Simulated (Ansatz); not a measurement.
Consider the redistribution: `C=[C](C)[GeH2][F]` + `BN` → `[F][GeH3]` + `BNC(=C)C`.

Gas-phase electronic energies from Ansatz, PBE0-D4/def2-TZVP geometries. CCSD(T)/CBS is the MP2 limit (def2-TZVPP, def2-QZVPP) plus CCSD(T) − MP2 in def2-TZVPP, frozen cores. This one scheme is used for every species. DFT in def2-TZVPP. B3LYP here is the variant with VWN-RPA as its local correlation; programs differ in this. For Ge outer-core shells are correlated without core-valence functions, which leaves a few kJ/mol of doubt a bond. Scalar relativity is left out up to krypton. One conformer a species, not always the lowest.

| level | ΔE (kJ/mol) | difference from CCSD(T)/CBS |
| --- | --- | --- |
| PBE-D4 | 20.4 | -10.8 |
| r2SCAN-D4 | 21.2 | -10.0 |
| PBE0-D4 | 21.4 | -9.8 |
| B3LYP-D4 | 22.8 | -8.4 |
| ωB97X-V | 24.8 | -6.4 |
| ωB97M-V | 26.9 | -4.3 |
| B2PLYP | 26.3 | -4.9 |
| PBE | 20.4 | -10.8 |
| r2SCAN | 21.3 | -9.9 |
| PBE0 | 21.3 | -9.9 |
| B3LYP | 22.5 | -8.7 |
| HF/def2-TZVPP | 24.6 | -6.6 |
| MP2/def2-TZVPP | 32.4 | 1.2 |
| SCS-MP2/def2-TZVPP | 31.4 | 0.2 |
| CCSD/def2-TZVPP | 30.9 | -0.3 |
| CCSD(T)/def2-TZVPP | 30.6 | -0.6 |
| HF/def2-QZVPP | 22.7 | -8.5 |
| MP2/def2-QZVPP | 32.1 | 0.9 |
| SCS-MP2/def2-QZVPP | 31.1 | -0.1 |
| HF/CBS(def2) | 22.5 | -8.7 |
| MP2/CBS(def2) | 33.0 | 1.8 |
| CCSD/CBS(def2) | 31.5 | 0.3 |
| CCSD(T)/CBS | 31.2 | 0 |

Largest T1 diagnostic among the species: 0.013.

In def2-TZVPP, CCSD(T) changes the Hartree–Fock value by +6.0 kJ/mol (the triples alone add −0.3 kJ/mol) and MP2 by +7.9 kJ/mol.
